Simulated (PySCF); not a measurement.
CH4AlBN, Al2BH4O, AlBClH2O (calculated)

Computed with PySCF 2.14.0. Calculation on a computer-drawn molecule: the log of a Hartree-Fock and frozen-core CCSD(T) single point meant for a local Hartree-Fock minimum, with one planted fault or none, to be diagnosed. Offsets are logged minus clean, where the clean run is the same molecule without the fault. The reference is restricted for singlets and unrestricted otherwise, and also for a bond in bohr or an excited solution. Adding or removing an electron swaps singlet and doublet. The excited solution moves the top pair (singlet) or top alpha electron (doublet) to the lowest empty orbital. Highest occupied and lowest empty are orbital energies over both spins, largest force is the largest gradient component, triples share is (T) over the correlation energy, the T1 limit is 0.02 restricted and 0.045 unrestricted, electrons count all cores, a negative frequency is imaginary (commonest isotopes), and the dipole is about the centre of nuclear charge.

Common to all runs: meant charge 1; meant multiplicity 1; meant basis cc-pV(D+d)Z; logged SCF converged yes; logged CC converged yes; logged SCF stable within its kind yes; possible faults no fault, one electron removed, one electron added, multiplicity raised by two, geometry at a saddle point, SCF held on an excited solution, minimal basis STO-3G, one bond length entered in bohr, all coordinates scaled.

(1) 
```xyz
8
formula=CH4AlBN logged_electrons=34 logged_basis_functions=85 logged_spin_squared=0 logged_highest_occupied=-16.906 logged_lowest_empty=-3.2398 logged_largest_force=0.01376 logged_T1_diagnostic=0.014969 logged_D1_diagnostic=0.036702 logged_triples_share=0.034118 logged_dipole_magnitude=0.16492 logged_energy_HF=-361.07253 logged_energy_CCSD(T)=-361.53889 planted_fault=all_coordinates_scaled,by_+1.4_% HF_energy_offset_from_clean_run=1.052 CCSD(T)_energy_offset_from_clean_run=-0.8672
B      0.7195    -2.8253    -2.5798
N     -0.1334    -1.8689    -2.4925
Al    -1.2695    -0.5937    -2.3767
C     -2.5589     0.8590    -2.2453
H      1.5068    -3.7083    -2.6602
H     -3.5485     0.5159    -2.6053
H     -2.6486     1.1857    -1.1908
H     -2.2232     1.7142    -2.8639
```

Units: logged_highest_occupied, logged_lowest_empty in eV; logged_largest_force in hartree/bohr; logged_dipole_magnitude in debye; logged_energy_HF, logged_energy_CCSD(T) in hartree; HF_energy_offset_from_clean_run, CCSD(T)_energy_offset_from_clean_run in kcal/mol.

Drawn bonds:
```tsv
atom	other atom	order
1	2	1
2	3	2
3	4	1
1	5	1
4	6	1
4	7	1
4	8	1
```

(2) 
```xyz
8
formula=Al2BH4O logged_electrons=42 logged_basis_functions=94 logged_spin_squared=2.0031 logged_highest_occupied=-11.288 logged_lowest_empty=-5.6922 logged_largest_force=0.018844 logged_T1_diagnostic=0.023312 logged_D1_diagnostic=0.086055 logged_triples_share=0.027198 logged_dipole_magnitude=5.2756 logged_energy_HF=-585.46342 logged_energy_CCSD(T)=-585.8696
B      1.0677    -2.0005    -2.1822
O      0.3069    -1.2565    -1.6068
Al    -0.9685    -0.1750    -0.6492
Al    -0.4802     2.4183    -0.8516
H      1.8043    -2.7177    -2.7391
H     -1.9095    -1.2674    -0.0447
H      0.7886     2.8034    -1.6921
H     -1.4691     3.3963    -0.1340
```

Units: logged_highest_occupied, logged_lowest_empty in eV; logged_largest_force in hartree/bohr; logged_dipole_magnitude in debye; logged_energy_HF, logged_energy_CCSD(T) in hartree.

Drawn bonds:
```tsv
atom	other atom	order
1	2	1
2	3	1
3	4	1
1	5	1
3	6	1
4	7	1
4	8	1
```

(3) 
```xyz
6
formula=AlBClH2O logged_electrons=44 logged_basis_functions=84 logged_spin_squared=1.0088 logged_highest_occupied=-16.187 logged_lowest_empty=-6.0092 logged_largest_force=0.020775 logged_T1_diagnostic=0.02956 logged_D1_diagnostic=0.14007 logged_triples_share=0.023277 logged_dipole_magnitude=12.835 logged_energy_HF=-801.77964 logged_energy_CCSD(T)=-802.21464
B     -0.7828     1.0801     1.5186
O     -0.8063    -1.1394     0.9272
Al    -0.7079    -2.9321     0.4865
Cl     1.1849    -3.6231     0.8529
H     -0.7751     2.2105     1.8186
H     -2.0507    -3.4648    -0.0410
```

Units: logged_highest_occupied, logged_lowest_empty in eV; logged_largest_force in hartree/bohr; logged_dipole_magnitude in debye; logged_energy_HF, logged_energy_CCSD(T) in hartree.

Drawn bonds:
```tsv
atom	other atom	order
1	2	1
2	3	1
3	4	1
1	5	1
3	6	1
```

Q: Which fault was planted in the run of Al2BH4O (entry 2)?
A: multiplicity raised by two

Q: Which fault was planted in the run of AlBClH2O (entry 3)?
A: one bond length entered in bohr, row 1 of the drawn bonds

Further results for Al2BH4O (entry 2):

| Quantity | Value |
| --- | --- |
| HF energy offset from clean run | 53.79 kcal/mol |
| CCSD(T) energy offset from clean run | 60.72 kcal/mol |

Further results for AlBClH2O (entry 3):

| Item | Value |
| --- | --- |
| HF energy offset from clean run | 168.4 kcal/mol |
| CCSD(T) energy offset from clean run | 196.4 kcal/mol |
